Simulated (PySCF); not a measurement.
An unknown shows these calculated signals:

1H NMR (600 MHz, computed): δ 2.95 (m, 2H), 2.41 (m, 2H), 2.31 (m, 1H), 1.19 (d, 3H).

13C{1H} NMR (computed): δ 169.8 (C), 140.0 (C), 46.9 (CH2), 26.5 (CH3), 19.3 (CH).

All values are calculated (PySCF 2.14): GFN2-xTB structure, PBE0/pcSseg-1 with gauge-including orbitals. Fast rotation and ring inversion assumed for equivalent nuclei, non-relativistic Hamiltonian, one computed conformer, in vacuum.

Shifts are taken against calculated references (same method and geometry level): 1H, 13C against TMS.

Question: Which of these does the molecule contain: a C≡C triple bond, a CF3 group, a nitrile, a non-aromatic C=C double bond?

Answer: 
- A C≡C triple bond: no.
- A CF3 group: no.
- A nitrile: no.
- A non-aromatic C=C double bond: yes.

The data belong to `C[C@H]1C[P@@](=O)(C(F)=C(F)F)C1`, C6H8F3OP; they needn't prove each group on their own.

Carbon signals by region: 1 in the far downfield region (above 160 ppm), 1 in the sp2 and nitrile region (100–160 ppm), 3 below 50 ppm. Above 160 ppm: 169.8, fully substituted alkene carbon.

Splittings by 19F and 31P in the carbon and heteronuclear signals aren't shown, as no couplings were computed. Shifts are as computed. Against solution values, carbons near 30 ppm lie about +3 ppm off and those near 130 ppm about +5 ppm. Of 1211 compounds with measured shifts, 218 miss one by over three times the rms of a fit or turn the order of signals round; such compounds aren't used in these exercises. No couplings were computed; multiplicities are counted from neighbouring protons, with m where these are inequivalent, close in shift, in a saturated or five-membered ring or joined by F or P, and br s for small geminal =CH2 splittings.
